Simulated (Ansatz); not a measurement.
Relaxation of a periodic cell of 12 atoms, HCl (contents 6 HCl, density as packed 1.32 g/cm³ with natural masses), to a largest force component of 0.3 eV/Å in at most 15 steps.

The calculation used DFT PBE-D3(BJ), scalar-relativistic, plane waves, PAW in Ansatz 0.2.0. Settings: accuracy low, cutoff 420 eV, k mesh 1x1x1, fermi-dirac smearing 0.05 eV, no spin polarisation.

```xyz
12
Lattice="6.5061 0.0000 0.0000 0.0000 6.5061 0.0000 0.0000 0.0000 6.5061" Properties=species:S:1:pos:R:3
Cl 4.357 3.356 4.911
H 4.020 2.664 3.888
Cl 1.676 5.329 0.120
H 0.435 5.598 -0.043
Cl 5.075 4.893 2.057
H 5.127 5.088 0.793
Cl 0.876 3.199 4.515
H 0.880 3.237 3.235
Cl 3.301 6.840 3.738
H 3.313 5.565 3.847
Cl 6.900 1.487 1.480
H 5.813 1.298 0.831
```

Question: Where does it end, and by what steps?

Answer: The run converged. The threshold is loose, so the end isn't yet a minimum. The force dipped under the threshold on the way, but the program's further checks kept it going. Limits of this set-up: coarse k mesh, low accuracy level. After 12 steps the energy has fallen by 1.727 eV; H6 moved furthest, 1.41 Å.

```csv
step,energy less start (eV),largest force component (eV/Å),accepted
0,0.0000,0.863,yes
1,-0.3939,0.660,yes
2,-0.6949,0.976,yes
3,-0.9264,0.931,yes
4,-1.1152,0.753,yes
5,-1.2690,0.533,yes
6,-1.3809,0.472,yes
7,-1.4604,0.596,yes
8,-1.5462,0.641,yes
9,-1.6220,0.443,yes
10,-1.6787,0.480,yes
11,-1.7269,0.242,yes
12,-1.7269,0.242,yes
```

```xyz
12
Lattice="6.5061 0.0000 0.0000 0.0000 6.5061 0.0000 0.0000 0.0000 6.5061" Properties=species:S:1:pos:R:3
Cl 4.549 2.868 5.560
H 4.001 1.942 4.790
Cl 2.029 5.027 0.165
H 1.385 6.159 0.392
Cl 4.826 4.676 2.205
H 3.840 4.923 1.356
Cl 1.196 3.610 3.745
H 0.846 2.939 2.686
Cl 2.875 7.125 3.628
H 3.685 6.122 3.358
Cl 6.663 1.305 1.202
H 5.879 1.859 0.283
```

The run took 14 s on 1 thread of Arm Neoverse V1 (shared host), peak memory 0.32 GiB.
